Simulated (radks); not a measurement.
Ionisation ladder of niobium, from Nb I to Nb IV. Each ion is in the ground configuration listed by NIST, and IE = E(next ion) - E(this ion). Method: Dirac Kohn-Sham, PBE, spin-unpolarised, spherical densities, point nucleus; open shells fill j = l - 1/2 first; computed with a radial shooting solver on a logarithmic mesh with Libxc functionals.

| species | configuration | E (hartree) | IE, Delta-SCF (eV) | -e(HOMO) (eV) | HOMO | IE, NIST (eV) | kind | error (eV) |
|---|---|---|---|---|---|---|---|---|
| Nb I | [Kr] 4d4 5s1 | -3820.12436 | 6.609 | 3.061 | 4d3/2 | 6.759 | exp. | -0.150 |
| Nb II | [Kr] 4d4 | -3819.88149 | 14.080 | 9.331 | 4d3/2 | 14.320 | semi-emp. | -0.240 |
| Nb III | [Kr] 4d3 | -3819.36408 | 24.800 | 19.157 | 4d3/2 | 25.040 | semi-emp. | -0.240 |
| Nb IV | [Kr] 4d2 | -3818.45271 | 37.020 | 30.689 | 4d3/2 | 37.61 | exp. | -0.591 |

Reference values: NIST Atomic Spectra Database (exp. = measured, semi-emp. = semi-empirical, theory = theoretical value adopted there). The ionisation energy per charge of the ion left behind rises most, in proportion, at Nb III ([Kr] 4d3), from 7.040 to 8.267 eV. Against the entries that are not theoretical the mean signed error is -1.6 % and the largest -2.2 %. Spin polarisation and multiplet splitting are left out, so open shells lie too high by an amount that depends on their filling.

Beside tabulated values, note that spin-unpolarised runs miss the spin-polarisation part of the exchange energy of open shells.
